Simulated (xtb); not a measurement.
C5H7FO, SMILES F[C@]1(OC(=C)C1)C. All values are semi-empirical tight-binding results from xtb (GFN2-xTB unless named), good for trends rather than for accurate numbers. The structure is a stationary point at GFN2-xTB. The structure was generated by enumeration; whether it is a known compound was not checked.

Optimised geometry:

```xyz
14

C      2.3660     0.3085     0.9692
C      1.1727     0.2130     0.4254
C      0.2629     1.0813    -0.4019
C     -0.6852    -0.1224    -0.2770
C     -2.0178     0.0578     0.4148
F     -0.8915    -0.7488    -1.4853
O      0.2727    -0.8443     0.4774
H      2.7861    -0.5000     1.5372
H      2.9476     1.2023     0.8469
H      0.6042     1.2700    -1.4171
H     -0.0789     2.0033     0.0615
H     -1.8650     0.5219     1.3849
H     -2.4834    -0.9151     0.5511
H     -2.6604     0.6831    -0.1996
```
Charge 0, spin multiplicity 1.

Question: Estimate the properties. (An estimate is asked for; the answer gives what the named calculation found.)

Answer: 
```
Property                                          Value
----------------------------------------  -------------
orbital gap                                     5.28 eV
dipole moment                                    2.99 D
zero-point energy                         68.0 kcal/mol
G − E(el) at 298.15 K (modified RRHO)     48.7 kcal/mol
static polarisability (D4 model)             62.2 bohr³
solvation energy, GFN2-xTB/ALPB(water)    -3.6 kcal/mol
solvation energy, GFN2-xTB/ALPB(benzene)  -5.6 kcal/mol
```

Computed IR lines (harmonic; lines under 4 % of the strongest left out, lines within 3 cm⁻¹ merged):
ν (cm⁻¹): 628 (w), 826 (w), 840 (m), 874 (m), 920 (w), 942 (m), 956 (m), 998 (m), 1027 (w), 1114 (vs), 1150 (w), 1191 (s), 1224 (s), 1253 (s), 1386 (w), 1423 (w), 1789 (vs), 3022 (w), 3046 (w), 3051 (w), 3056 (w), 3172 (w) (against the strongest line: vs over 80 %, s over 45 %, m over 15 %, w over 4 %, vw less)

Computed atomic charges and the Wiberg bond orders between heavy atoms:
charges (e) C1 -0.14, C2 0.14, C3 -0.09, C4 0.31, C5 -0.13, F6 -0.25, O7 -0.30, H8 0.07, H9 0.06, H10 0.07, H11 0.06, H12 0.06, H13 0.07, H14 0.06. Bond orders C1–C2 1.88, C2–C3 1.00, C3–C4 0.97, C4–C5 1.00, C4–F6 0.92, C2–O7 1.01, C4–O7 0.96.
